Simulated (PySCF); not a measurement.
## Radial density of N (nitrogen, neutral)

wB97X, [He] 2s1 2p4, high-spin 4P determinant (an excited configuration). Computed with PySCF 2.14 in x2c-TZVPPall with one added diffuse shell each of s, p, d type (6s4p3d1f, 40 functions), with the spin-free X2C one-electron Hamiltonian (Gaussian nucleus).

```tsv
r (bohr)	4πr²ρ (e/bohr)	4πr²(ρα − ρβ)
0.00322	0.02620	0.0007
0.00542	0.07158	0.0019
0.00911	0.1897	0.0051
0.0153	0.4885	0.0130
0.0258	1.188	0.0313
0.0433	2.624	0.0678
0.0729	4.921	0.1230
0.123	7.054	0.1702
0.206	6.575	0.1869
0.347	3.521	0.4223
0.584	2.542	1.4027
0.982	3.329	2.2270
1.65	2.042	1.2554
2.78	0.4448	0.1698
4.67	0.02882	-0.0009
7.86	0.0002456	-0.0002
```

Densities and radii are taken from the X2C orbitals without a picture-change correction, which distorts them close to the nucleus.
